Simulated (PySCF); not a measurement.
Mg(Cl)(SMe) (CH3ClMgS), SMILES C[S][Mg][Cl]. Atoms are numbered in the order given.

```xyz
7

Mg     0.2155    -0.4989     0.0000
Cl    -0.1822    -2.6659     0.0000
S      0.6674     1.7549     0.0000
C     -1.0187     2.5195     0.0000
H     -1.5929     2.2522     0.8983
H     -0.8691     3.6080     0.0000
H     -1.5929     2.2522    -0.8983
```
Charge 0, spin multiplicity 1.

Coordinates come from a B3LYP-D3(BJ)/def2-SVP optimisation. Other conformers were not sampled.

Level of theory: TDA-ωB97X/def2-SVPD (PySCF).

Vertical excitations. The molecule is in vacuum. State labels are in the subgroup Cs.

| state | symmetry | energy (eV) | λ (nm) | f | main pairs |
|---|---|---|---|---|---|
| S1 | A" | 4.46 | 278 | 0.033 | HOMO→LUMO 93 % |
| S2 | A" | 5.02 | 247 | 0.002 | HOMO→LUMO+1 81 %, HOMO→LUMO+4 12 % |
| S3 | A' | 5.59 | 222 | 0.071 | HOMO−1→LUMO 66 %, HOMO→LUMO+2 23 % |
| S4 | A' | 6.07 | 204 | 0.052 | HOMO−1→LUMO+1 68 % |
| S5 | A' | 6.35 | 195 | 0.265 | HOMO→LUMO+2 52 %, HOMO−1→LUMO 21 %, HOMO−1→LUMO+1 14 % |
| S6 | A' | 6.49 | 191 | 0.053 | HOMO−3→LUMO 93 % |
| S7 | A" | 6.49 | 191 | 0.052 | HOMO−2→LUMO 93 % |
| S8 | A" | 6.78 | 183 | 0.017 | HOMO−1→LUMO+2 71 %, HOMO−1→LUMO+5 13 % |
| S9 | A" | 7.16 | 173 | 0.006 | HOMO→LUMO+7 42 %, HOMO→LUMO+6 25 %, HOMO→LUMO+12 12 %, HOMO−1→LUMO+2 8 % |
| S10 | A" | 7.29 | 170 | 0.065 | HOMO→LUMO+3 65 %, HOMO→LUMO+6 13 % |
| T1 | A" | 4.31 | 288 | 0 | HOMO→LUMO 92 % |
| T2 | A" | 4.77 | 260 | 0 | HOMO→LUMO+1 71 %, HOMO→LUMO+4 12 % |
| T3 | A' | 5.14 | 241 | 0 | HOMO−1→LUMO 90 % |
| T4 | A' | 5.65 | 220 | 0 | HOMO→LUMO+2 48 %, HOMO−1→LUMO+1 28 %, HOMO→LUMO+5 9 % |
Triplets are in the Tamm–Dancoff approximation.
